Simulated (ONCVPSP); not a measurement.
# Transferability test, ONCV potential for Pb (Z = 82)

ONCVPSP 4.0.1 input, shortened (lines: element, Z, core and valence counts, functional; n l f; lmax; l rc ep ncon nbas qcut; lloc lpopt rc5 dvloc0; l nproj debl; icmod fcfact rcfact), PBE, scalar-relativistic:

```
  Pb 82.00   10    5        4      upf
    1    0    2.00
    2    0    2.00
    2    1    6.00
    3    0    2.00
    3    1    6.00
    3    2   10.00
    4    0    2.00
    4    1    6.00
    4    2   10.00
    4    3   14.00
    5    0    2.00
    5    1    6.00
    5    2   10.00
    6    0    2.00
    6    1    2.00
    2
    0    1.40    0.00    4    7   10.50
    1    1.25    0.00    4    7   11.70
    2    1.20    0.00    4    7    7.60
    4    3    1.00   -1.00
    0    2    0.60
    1    2    1.70
    2    2    3.00
    3    2.00    1.25
```

Energies are relative to the spin-unpolarised reference configuration 5s2 5p6 5d10 6s2 6p2; without spin polarisation the order of configurations can differ from experiment.

Problem. Give the all-electron excitation energy and the error of the potential for: 5s2 5p6 5d10 6s2 6p1; 5s2 5p6 5d10 6s2 6p0; 5s2 5p6 5d10 6s1 6p0; 5s2 5p6 5d10 6s1 6p3.

Solution.

```tsv
valence configuration	charge	ΔE all-electron (eV)	error AE − PS (meV)
5s2 5p6 5d10 6s2 6p1	+1	6.576	-2.6
5s2 5p6 5d10 6s2 6p0	+2	20.021	-8.4
5s2 5p6 5d10 6s1 6p0	+3	52.431	-22
5s2 5p6 5d10 6s1 6p3	0	8.737	-2.6
```

Levels in the configuration 5s2 5p6 5d10 6s2 6p1:

```tsv
level	all-electron (eV)	pseudo (eV)
5s	-151.862	-151.863
5p	-93.540	-93.540
5d	-28.853	-28.852
6s	-19.228	-19.228
6p	-9.857	-9.856
```
